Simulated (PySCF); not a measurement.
H₃FGeO₃, SMILES `[OH][Ge]([OH])([OH])[F]`, neutral singlet in the gas phase. 

Cartesian coordinates (Å):
SMILES: [OH][Ge]([F])([OH])[OH]
```xyz
8

O     -1.1729    -1.1102    -0.6033
Ge    -0.0050    -0.0042     0.0752
O     -0.3484     1.6282    -0.4395
O      1.6111    -0.4623    -0.4001
F     -0.1136    -0.0750     1.8029
H     -2.0740    -0.9149    -0.3208
H      0.2448     2.2743    -0.0391
H      1.8580    -1.3359    -0.0754
```
Charge 0, multiplicity 1.

All levels are single points at this geometry (r2SCAN-D4/def2-TZVP); Pople sets use spherical d functions. Orbital energies aren't observables, and empty levels follow the basis.

r2SCAN-D4/def2-TZVP in PySCF gives dipole (D) = 0.53.

Q: Estimate the dipole (D) from each of these levels: PBE-D3(BJ)/def2-TZVP in PySCF; B3LYP/6-31G* in PySCF; B3LYP/LANL2DZ in PySCF; BP86/6-31G* in PySCF; M06-2X/6-31G* in PySCF; PBE/6-31G* in PySCF; HF/3-21G in PySCF; HF/6-31G* in PySCF.

A: 
```csv
level,dipole (D)
PBE-D3(BJ)/def2-TZVP in PySCF,0.50
B3LYP/6-31G* in PySCF,0.78
B3LYP/LANL2DZ in PySCF,1.11
BP86/6-31G* in PySCF,0.77
M06-2X/6-31G* in PySCF,0.87
PBE/6-31G* in PySCF,0.76
HF/3-21G in PySCF,1.36
HF/6-31G* in PySCF,0.90
```
